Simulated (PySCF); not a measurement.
**[TcH6]+: from structure and modes to constants**

All numbers come from PBE0/[Tc def2-TZVP with ECP28, H def2-TZVP], scalar-relativistic core potentials, density fitting, no spin–orbit coupling, PySCF.

The singlet minimum has C3v symmetry. Masses (u): Tc 98.90722, H 1.00782.

```xyz
7
charge 1 multiplicity 1, angstrom
Tc   -0.0319    0.0319    0.0317
H     1.1958   -0.9251    0.5674
H     0.1390    0.1713   -1.5997
H     1.5993   -0.1342    0.1784
H     0.9294    0.5610   -1.1955
H    -0.5600   -1.1987   -0.9258
H    -0.1732   -1.6000   -0.1326
```

Harmonic wavenumbers (cm⁻¹): 209.3 (a2, ×1), 567.2 (e, ×2), 805.3 (a1, ×1), 851.8 (e, ×2), 1060.1 (e, ×2), 1138.0 (a1, ×1), 2111.9 (a2, ×1), 2121.7 (e, ×2), 2288.0 (a1, ×1), 2322.9 (e, ×2).

(1) Find the principal moments of inertia and the rotational constants. What kind of rotor is it?

(2) What is the harmonic zero-point energy?

(3) Find the vibrational entropy and heat capacity at 298.15 K.

(4) Give the standard entropy (298.15 K, 1 bar) by its translational, rotational, vibrational and spin parts, and Cp.

Results:

(1) About the centre of mass I = 10.639, 10.639, 10.859 u Å². With B = 16.8576/I this gives 1.585, 1.585, 1.552 cm⁻¹. The molecule is an oblate symmetric top.

(2) Half the sum of all 15 wavenumbers, 20400/2 = 10200 cm⁻¹, which is 122.0 kJ/mol (1 cm⁻¹ = 0.0119627 kJ/mol).

(3) With u = 1.43878 ω/T, each mode gives S = R[u/(eᵘ−1) − ln(1−e⁻ᵘ)] and C = R u² eᵘ/(eᵘ−1)².
```tsv
ω (cm⁻¹)	u	S (J/(mol K))	C (J/(mol K))
209.3	1.010	8.57	7.64
567.2 (×2)	2.737	2.13	4.61
805.3	3.886	0.85	2.69
851.8 (×2)	4.111	0.71	2.38
1060.1 (×2)	5.116	0.31	1.32
1138.0	5.492	0.22	1.04
2111.9	10.191	0.00	0.03
2121.7 (×2)	10.239	0.00	0.03
2288.0	11.041	0.00	0.02
2322.9 (×2)	11.209	0.00	0.01
```
The sums over all modes are S = 16.0 and C = 28.1 J/(mol K); the softest mode gives 54 % of the entropy (each member, where degenerate).

(4) Sackur–Tetrode with M = 104.95 u gives 166.9; rotation with symmetry number 3 gives 69.0; vibration 16.0; spin R ln 1 = 0.0. The total is 251.8 J/(mol K), and Cp = 4 R + 28.1 = 61.4 J/(mol K).

Stability towards spin polarisation was not tested. Other isomers or separated fragments may lie lower.
